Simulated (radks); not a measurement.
Question: These are the eigenvalues of the occupied orbitals of an atom or ion with whole-number occupations (eV). All-electron calculation, Dirac Kohn-Sham, LB94 model potential, spin-unpolarised, spherical densities, finite nucleus; Fermi nuclear charge, rms radius of each element as measured or else 0.836 A^(1/3) + 0.57 fm. Program: a radial shooting solver on a logarithmic mesh with Libxc functionals.

orbital  eigenvalue
1s1/2     -58108.67
2s1/2     -10279.28
2p1/2     -9828.373
2p3/2     -8904.131
3s1/2     -2790.038
3p1/2     -2590.117
3p3/2     -2395.792
3d3/2     -2051.327
3d5/2     -2008.835
4s1/2     -1001.092
4p1/2     -919.8926
4p3/2     -870.6843
4d3/2     -735.3029
4d5/2     -725.4639
4f5/2     -560.5564

Which element is it, and in what charge state? The configuration may be excited. Open shells, if any, fill j = l - 1/2 first.

Answer: Z = 68, erbium, charge +21: Er21+ in [Kr] 4d10 4f1. The list shows which subshells hold electrons but not how many an open one holds; the 1s level, -2135.5 hartree, gives Z - s = 65.4 by -(Z - s)^2/2, which with screening and relativity narrows Z to a few neighbours, and the depths of the outer levels then fix element, charge and occupations together.
